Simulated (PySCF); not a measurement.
# Relaxation of doublet Pb₃O⁺

These are results of UB3LYP in PySCF with O def2-SVP, Pb def2-SVP with ECP60; scalar-relativistic core potentials, no spin–orbit coupling; density-fitted integrals, not measurements. A (50,194) grid was used.

A start displaced from a saddle point along its imaginary mode, of Cs symmetry, held to at least that symmetry:

```xyz
4
charge 1 multiplicity 2, angstrom
O     0.0000   -0.2500   -0.9665
Pb    0.0000   -0.0021    1.5143
Pb    2.1506    0.0107   -0.7200
Pb   -2.1506    0.0107   -0.7200
```

At each step, columns x, y, z (Å) and Fx, Fy, Fz (eV/Å):

```
step 0  E − E(last) = 3.99 kJ/mol
O    0.000  -0.250  -0.967   0.000  -0.058   0.147
Pb   0.000  -0.002   1.514   0.000  -0.026  -0.055
Pb   2.151   0.011  -0.720  -0.183   0.042  -0.046
Pb  -2.151   0.011  -0.720   0.183   0.042  -0.046
step 1  E − E(last) = 2.30 kJ/mol
O    0.000  -0.315  -0.939   0.000  -0.094   0.038
Pb   0.000  -0.013   1.520   0.000  -0.022  -0.007
Pb   2.135   0.048  -0.737  -0.097   0.058  -0.015
Pb  -2.135   0.048  -0.737   0.097   0.058  -0.015
step 2  E − E(last) = 2.17 kJ/mol
O    0.000  -0.566  -0.855  -0.001   0.308  -0.027
Pb   0.000  -0.049   1.541   0.000   0.027  -0.148
Pb   2.082   0.192  -0.789  -0.428  -0.168   0.087
Pb  -2.082   0.192  -0.789   0.429  -0.168   0.087
step 3  E − E(last) = 0.24 kJ/mol
O    0.000  -0.440  -0.899   0.000  -0.045  -0.053
Pb   0.000  -0.030   1.531   0.000  -0.004   0.017
Pb   2.098   0.120  -0.762  -0.040   0.025   0.018
Pb  -2.098   0.120  -0.762   0.040   0.025   0.018
step 4  E − E(last) = 0.10 kJ/mol
O    0.000  -0.463  -0.895   0.000  -0.021  -0.045
Pb   0.000  -0.033   1.533   0.000  -0.004   0.011
Pb   2.090   0.132  -0.765  -0.039   0.012   0.017
Pb  -2.090   0.132  -0.765   0.039   0.012   0.017
step 5  E − E(last) = 0.01 kJ/mol
O    0.000  -0.493  -0.893   0.000   0.011  -0.021
Pb   0.000  -0.035   1.536   0.000  -0.006   0.003
Pb   2.078   0.149  -0.768  -0.022  -0.002   0.009
Pb  -2.078   0.149  -0.768   0.022  -0.002   0.009
step 6  E − E(last) = 0.00 kJ/mol
O    0.000  -0.493  -0.895   0.000   0.005  -0.015
Pb   0.000  -0.035   1.536   0.000  -0.009   0.006
Pb   2.076   0.148  -0.767  -0.004   0.002   0.005
Pb  -2.076   0.148  -0.767   0.004   0.002   0.005
```

It ends at Cs with O–Pb 2.176 Å (×2), O–Pb 2.479 Å, Pb–Pb 3.102 Å (×2); O–Pb–Pb 44.2° (×2), O–Pb–Pb 52.5° (×2), Pb–O–Pb 83.3° (×2), Pb–O–Pb 145.6°, Pb–Pb–Pb 84.2° (after a last refinement on a finer grid). A frequency run shows a minimum. Other isomers or separated fragments may lie lower.

With an element this heavy the missing spin–orbit coupling can shift these numbers.
